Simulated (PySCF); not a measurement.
## `COC1=C([SiH3])[Si@@H](F)[SiH2]1`: 4 charge schemes on one density

C3H9FOSi3.
Geometry (GFN2-xTB, Å), atoms numbered from 1 in this order:
```
atom  x, y, z in Å
C1     2.2585    0.1863   -1.3262
O2     1.1255   -0.5311   -0.9064
C3     0.2300    0.1377   -0.1452
C4    -0.8704   -0.4699    0.3711
Si5   -1.2490   -2.2865    0.1019
Si6   -1.7392    0.9457    1.2819
F7    -1.7866    0.7511    2.8953
Si8    0.1531    1.9678    0.4229
H9     2.8131   -0.4729   -1.9928
H10    2.8918    0.4585   -0.4755
H11    1.9766    1.0971   -1.8638
H12   -2.4730   -2.6137    0.8416
H13   -1.4609   -2.5371   -1.3283
H14   -0.1394   -3.1105    0.5891
H15   -3.1500    1.1906    1.0105
H16    1.3259    2.3785    1.2110
H17    0.0871    2.9204   -0.6967
```

Density: PBE0/pcSseg-1 (PySCF); schemes: Mulliken, IAO, Hirshfeld and ESP-fitted. One conformer (not necessarily the lowest) at the GFN2-xTB geometry, without solvent, vibrations or thermal averaging.

Q: Give the atomic charges in each scheme.

A: In e:

```tsv
atom	environment	Mulliken	IAO	Hirshfeld	ESP-fitted
C1	methoxy carbon	-0.040	-0.205	-0.030	-0.247
O2	ether oxygen	-0.444	-0.303	-0.089	-0.158
C3	vinylic carbon bearing oxygen	-0.004	-0.006	+0.002	+0.120
C4	fully substituted alkene carbon	-0.715	-0.619	-0.221	-0.345
Si5	SiH3 silicon	+0.574	+0.597	+0.289	+0.328
Si6	fluorine-bound silicon	+0.884	+0.943	+0.343	+0.465
F7	silicon-bound fluorine	-0.423	-0.538	-0.216	-0.281
Si8	SiH2 silicon	+0.243	+0.364	+0.225	+0.123
H9	methyl hydrogen	+0.137	+0.169	+0.060	+0.144
H10	methyl hydrogen	+0.119	+0.142	+0.047	+0.132
H11	methyl hydrogen	+0.118	+0.139	+0.046	+0.129
H12	Si–H hydrogen	-0.102	-0.122	-0.079	-0.064
H13	Si–H hydrogen	-0.085	-0.117	-0.079	-0.095
H14	Si–H hydrogen	-0.082	-0.113	-0.077	-0.076
H15	Si–H hydrogen	-0.091	-0.126	-0.069	-0.070
H16	Si–H hydrogen	-0.038	-0.097	-0.071	-0.038
H17	Si–H hydrogen	-0.049	-0.107	-0.080	-0.068
```

Mean size of the charges over all atoms: IAO 0.277 e, Mulliken 0.244 e, ESP-fitted 0.170 e, Hirshfeld 0.119 e. Each set sums to the total charge, 0, to within 0.001 e. The Hirshfeld scheme weights the molecular density at each point by an atom's share of the summed free-atom densities.

Lowest charge. All schemes agree: Mulliken C4 (-0.715); IAO C4 (-0.619); Hirshfeld C4 (-0.221); ESP-fitted C4 (-0.345).

Highest charge. All schemes agree: Mulliken Si6 (+0.884); IAO Si6 (+0.943); Hirshfeld Si6 (+0.343); ESP-fitted Si6 (+0.465).

Q: How closely do the schemes follow one another over all atoms?

A: Correlation coefficient and root-mean-square difference: Mulliken with IAO 0.98, 0.077 e; IAO with Hirshfeld 0.97, 0.224 e; IAO with ESP-fitted 0.96, 0.180 e; Mulliken with Hirshfeld 0.94, 0.218 e; Mulliken with ESP-fitted 0.93, 0.180 e; Hirshfeld with ESP-fitted 0.92, 0.089 e.

Q: Sum the charges by element, for elements with more than one atom.

A: 
| element | atoms | Mulliken | IAO | Hirshfeld | ESP-fitted |
| --- | --- | --- | --- | --- | --- |
| C | 3 | -0.759 | -0.830 | -0.249 | -0.472 |
| Si | 3 | +1.700 | +1.904 | +0.857 | +0.916 |
| H | 9 | -0.074 | -0.233 | -0.303 | -0.006 |

The run behind these numbers computed NMR shieldings as well. The run took 63 s of wall time on an Arm Neoverse N1 with one thread, shared host with 64 logical CPUs at a one-minute load of 54, and the process peaked at 0.92 GiB of memory.
